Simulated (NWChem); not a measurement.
Molecule: C2H5S, doublet; SMILES CC[S]

Results from NWChem. Pople sets run with spherical d functions. Spin-unrestricted. In the optimisation the excess spin sits in a" (Cs, its own frame). All runs use the structure optimised with PBE0/def2-SVP, spin-unrestricted. No stability test was run on the SCF state. Solvent water, SMD (1 M gas to 1 M solution), gas-phase geometry. Reactions with the solvent are ignored.

Taking M06-2X/6-311++G** as the yardstick, which of these has the fewest basis functions while keeping “dipole in solution (D)” within 0.2 D of it: M06-2X/6-31G*; M06-2X/3-21G; M06-2X/6-311G**; M06-2X/6-31+G*; M06-2X/STO-3G?

M06-2X/3-21G.
| level | basis functions | dipole in solution (D) | relative time (rough) |
|---|---|---|---|
| M06-2X/STO-3G | 24 | 0.80 | 1 |
| M06-2X/3-21G | 41 | 2.51 | 2 |
| M06-2X/6-31G* | 56 | 2.41 | 3 |
| M06-2X/6-31+G* | 68 | 2.52 | 4 |
| M06-2X/6-311G** | 92 | 2.53 | 6 |
| M06-2X/6-311++G** | 109 | 2.53 | 9 |

The yardstick is one finite set, not the basis-set limit.
